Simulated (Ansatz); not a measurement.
```xyz
10

Al   -1.6263   -1.4198   -1.1759
N    -0.3906   -0.2307   -0.8254
C     0.4876    0.6006   -0.5135
Si    1.0881    0.8517    1.2748
H    -1.1357   -2.8803   -1.5232
H    -3.1264   -0.9279   -1.1297
H     0.9520    1.2308   -1.2968
H     0.8506    2.2632    1.6829
H     0.3488   -0.0800    2.1606
H     2.5519    0.5924    1.3461
```

Total charge 0; spin multiplicity 1.

Task: List the PBE0/def2-TZVPP orbital energies in eV (Ansatz). (Best estimate.)

Result: Computed: Occupied: -1802.66, -1527.47, -391.26, -279.77, -145.04, -113.37, -99.69, -99.68, -99.68, -73.48, -73.33, -73.28, -25.05, -17.20, -14.99, -13.47, -11.40, -10.61, -10.13, -9.94, -9.63, -8.31, -6.45. Lowest empty: -1.39, -0.80, 0.50, 0.88, 1.28, 1.38, 1.39, 1.92.
